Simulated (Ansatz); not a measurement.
Reaction (β-hydride elimination): `CO[AsH][SiH3]` → `[SiH3][AsH2]` + `C=O`

Computed with Ansatz on PBE0-D4/def2-TZVP structures; ΔE is electronic, products minus reactants. CCSD(T)/CBS adds triple-zeta CCSD(T) − MP2 to the extrapolated MP2 energy (def2 sets, frozen cores). This one scheme is used for every species. Functionals use def2-TZVPP. B3LYP here is the variant with VWN-RPA as its local correlation; programs differ in this. HSE06 is defined as in plane-wave codes. For As outer-core shells are correlated without core-valence functions, which leaves a few kJ/mol of doubt a bond. Scalar relativity is left out up to krypton. Each species was taken in one conformer, which may not be the lowest.

`CO[AsH][SiH3]`:

Z-matrix (Å, degrees):
```
C
O 1 1.409
H 1 1.092 2 107.4
H 1 1.098 2 111.7 3 -118.8
H 1 1.098 2 112.2 3 119.2
As 2 1.809 1 114.9 3 -171.1
Si 6 2.372 2 93.0 1 -176.4
H 6 1.539 2 97.7 1 -84.9
H 7 1.484 6 111.6 2 47.1
H 7 1.485 6 109.0 2 -74.5
H 7 1.488 6 107.2 2 167.6
```

`[SiH3][AsH2]`:

Z-matrix (Å, degrees):
```
Si
As 1 2.365
H 1 1.486 2 113.4
H 1 1.486 2 108.2 3 -121.1
H 1 1.486 2 108.2 3 121.1
H 2 1.523 1 92.0 3 -46.4
H 2 1.523 1 92.0 3 45.8
```

`C=O`:

Cartesian coordinates in Å:
```
C 0.001 0.004 0.003
O -0.257 -0.907 -0.727
H 0.911 0.010 0.636
H -0.655 0.893 0.088
```

| level | ΔE (kcal/mol) | difference from CCSD(T)/CBS |
| --- | --- | --- |
| LDA (SPW92) | 24.8 | 8.8 |
| PBE0-D4 | 18.2 | 2.2 |
| B3LYP-D4 | 15.9 | -0.1 |
| BHLYP-D4 | 17.7 | 1.7 |
| CAM-B3LYP-D4 | 17.5 | 1.5 |
| ωB97X-V | 17.6 | 1.6 |
| B2PLYP | 14.4 | -1.6 |
| PBE-QIDH | 18.0 | 2.0 |
| PBE | 15.1 | -0.9 |
| HSE06 | 16.6 | 0.6 |
| CAM-B3LYP | 15.8 | -0.2 |
| HF/def2-SVP | 7.8 | -8.2 |
| MP2/def2-SVP | 10.1 | -5.9 |
| SCS-MP2/def2-TZVPP | 14.8 | -1.2 |
| CCSD/def2-TZVPP | 14.5 | -1.5 |
| MP2/def2-QZVPP | 17.4 | 1.4 |
| CCSD(T)/CBS | 16.0 | 0 |

Question: What do rigid-rotor, harmonic-oscillator terms from PBE0-D4/def2-TZVP frequencies (298.15 K, 1 bar) make of the CCSD(T)/CBS value? (Estimate.)

Answer: The calculation gave: ΔZPE = -4.8 kcal/mol, ΔH = +11.8 kcal/mol, ΔS = 145 J/(mol·K), ΔG = +1.5 kcal/mol. Modes under 50 cm⁻¹ make the entropy rough.

Largest T1 diagnostic among the species: 0.015.

The D4 term adds +3.0 kcal/mol with B3LYP and +1.6 kcal/mol with PBE0; it sums over pairs of atoms, weighted by their polarisabilities, and B3LYP, whose exchange is more repulsive, gets the larger term. At CCSD(T), def2-SVP lies −7.5 kcal/mol from the extrapolated value and def2-TZVPP −1.2 kcal/mol.
